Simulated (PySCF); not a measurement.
Electronic absorption of C6H5NOS

Species: C6H5NOS.
SMILES: `Nc1cc2sccc2o1`

Method: TDDFT CAM-B3LYP/def2-SVPD, vertical, gas phase, core orbitals frozen in the response (PySCF 2.14.0, density-fitted response routines). Geometry: GFN2-xTB; no solvent, vibrations or thermal averaging. Torsions of this conformer, `[NH2:1][c:2]1[cH:3][c:4]2[s:5][cH:6][cH:7][c:8]2[o:9]1`: H–N1–C2–C3 29°, H–N1–C2–C3 163°.

```json
{"state": "S1", "E (eV)": "4.75", "E (hartree)": "0.1746", "f": "0.329", "|μ| (D)": "4.27", "main configurations (H = HOMO, L = LUMO)": "H→L (96%)"}
{"state": "S2", "E (eV)": "4.87", "E (hartree)": "0.1791", "f": "0.0010", "|μ| (D)": "0.23", "main configurations (H = HOMO, L = LUMO)": "H→L+1 (94%)"}
{"state": "S3", "E (eV)": "5.27", "E (hartree)": "0.1936", "f": "0.0006", "|μ| (D)": "0.17", "main configurations (H = HOMO, L = LUMO)": "H→L+2 (76%), H→L+3 (11%)"}
{"state": "S4", "E (eV)": "5.68", "E (hartree)": "0.2087", "f": "0.013", "|μ| (D)": "0.77", "main configurations (H = HOMO, L = LUMO)": "H→L+3 (55%), H→L+4 (27%)"}
{"state": "S5", "E (eV)": "5.83", "E (hartree)": "0.2142", "f": "0.104", "|μ| (D)": "2.17", "main configurations (H = HOMO, L = LUMO)": "H-1→L (75%), H→L+8 (9%)"}
{"state": "S6", "E (eV)": "5.92", "E (hartree)": "0.2177", "f": "0.023", "|μ| (D)": "1.02", "main configurations (H = HOMO, L = LUMO)": "H→L+4 (34%), H→L+5 (24%), H→L+3 (21%)"}
{"state": "S7", "E (eV)": "5.98", "E (hartree)": "0.2198", "f": "0.038", "|μ| (D)": "1.30", "main configurations (H = HOMO, L = LUMO)": "H→L+5 (58%), H→L+4 (15%)"}
{"state": "S8", "E (eV)": "6.04", "E (hartree)": "0.2221", "f": "0.0017", "|μ| (D)": "0.27", "main configurations (H = HOMO, L = LUMO)": "H-1→L+2 (42%), H-1→L+1 (20%), H→L+4 (8%)"}
```

Triplets (Tamm–Dancoff): T1 3.16 eV, H→L (89%); T2 4.43 eV, H→L+5 (42%), H→L+8 (16%), H-2→L (14%); T3 4.71 eV, H-1→L (77%), H→L+1 (12%).

The lowest singlet comes at 261 nm (458 kJ/mol) in the ultraviolet; it is strong; its leading configuration is HOMO→LUMO (96%). The lowest level is also the most intense of those listed (f = 0.329). Löwdin shares by element: HOMO carbon 45% or more, nitrogen 14% (atoms not listed hold the other 41%); LUMO carbon 48% or more, sulfur 17% (atoms not listed hold the other 34%). The listed states span 1.29 eV, and the widest gap between neighbours is 0.41 eV (S3 to S4). Weighted by f, the mean energy of these states is 5.14 eV. The oscillator strengths of these states sum to 0.510; summed over the whole spectrum of an exact calculation they would give the number of electrons, 72 (Thomas–Reiche–Kuhn). No computed singlet lies in the visible range (380 to 750 nm); the lowest, at 261 nm, stands 1.49 eV above its violet end (3.26 eV); a Tamm–Dancoff triplet lies at 393 nm, without intensity as long as spin–orbit coupling is left out. Only the lowest 8 singlets were computed, as vertical energies without vibronic structure.
